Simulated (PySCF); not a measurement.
Geometries of 2 isomers of C2H6GeO2, from PBE0-D3(BJ)/def2-SVP geometry optimisation, gas phase in PySCF. One conformer each, no zero-point energy, no frequencies.

Question: Which is lower in electronic energy at this level?
A.
```xyz
11
angstrom
C      2.090   -0.132    0.408
O      0.706   -0.181    0.730
C     -0.140   -0.177   -0.308
O      0.214   -0.133   -1.455
Ge    -2.036   -0.303    0.288
H      2.329    0.790   -0.142
H      2.377   -0.991   -0.216
H      2.628   -0.156    1.362
H     -2.898    0.413   -0.759
H     -2.402   -1.795    0.338
H     -2.215    0.327    1.677
```
B.
```xyz
11
angstrom
C     -0.385   -1.003   -0.456
C     -1.137    0.165    0.188
O     -0.230    0.908    0.977
Ge     1.391    0.766    0.231
O      0.885   -0.547   -0.875
H     -0.274   -1.829    0.275
H     -0.933   -1.395   -1.328
H     -1.958   -0.197    0.828
H     -1.579    0.808   -0.599
H      2.415    0.333    1.290
H      1.817    1.997   -0.583
```

Answer: B. That is `[O]1CC[O][GeH2]1`, 15.1 kcal/mol below the other.

```
          SMILES             atoms numbered as above       E (Eh)  relative (kcal/mol)  relative (kJ/mol)  dipole (D)
C1C[O][GeH2][O]1  [CH2:1]1[CH2:2][O:3][GeH2:4][O:5]1  -2306.34121                  0.0                0.0        0.04
 CO[C](=O)[GeH3]   [CH3:1][O:2][C:3](=[O:4])[GeH3:5]  -2306.31710                 15.1               63.3        1.67
```

As drawn, the higher has a C=O bond and a C(=O)–O unit, which the lower lacks.
